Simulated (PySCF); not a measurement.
Ligand exchange on a metal centre used in film growth or etching (Zn Cl-H). All species are isolated molecules in the gas phase.

The LUMO from two functionals at the same geometries (BP86-D3(BJ)/def2-SVP), both in PySCF: PBE-D3(BJ)/def2-TZVP and B3LYP-D3(BJ)/def2-TZVP. B3LYP has the VWN-RPA correlation part, as in Gaussian. 

| species | PBE-D3(BJ)/def2-TZVP (eV) |
|---|---|
| 0 of 2 Cl replaced by H ([Zn(Cl)2]) | -2.69 |
| 1 of 2 Cl replaced by H ([Zn(Cl)(H)]) | -1.37 |
| 2 of 2 Cl replaced by H | -1.40 |

Task: What does B3LYP-D3(BJ)/def2-TZVP give for each?

Result: 
- 0 of 2 Cl replaced by H ([Zn(Cl)2]): -2.10
- 1 of 2 Cl replaced by H ([Zn(Cl)(H)]): -0.90
- 2 of 2 Cl replaced by H: -0.96
Over these rows, drawn at random from the members with no instability flagged (it was tested for open shells, ions and some series alone), PBE minus B3LYP-D3(BJ): mean -0.50 eV, from -0.59 eV to -0.44 eV.
